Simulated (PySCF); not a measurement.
Vertical excitations of a molecule C4H7Cl from PySCF with TDDFT-PBE/def2-SVPD, as energy in eV (oscillator strength): 6.16 (0.002), 6.53 (0.032), 6.67 (0.006), 7.07 (0.030), 7.29 (0.001), 7.38 (0.001), 7.65 (0.011), 7.65 (0.020), 7.81 (0.011), 7.85 (0.013). Lowest triplet (TDA): 5.63 eV. Coordinates come from a PBE0-D3(BJ)/def2-SVP optimisation. The values are those of a single conformer.

Question: Which molecule gave these data?
A. C=CCCCl
B. CC1(Cl)CC1
C. ClC1CCC1
D. CC/C=C\Cl

Answer: B, CC1(Cl)CC1
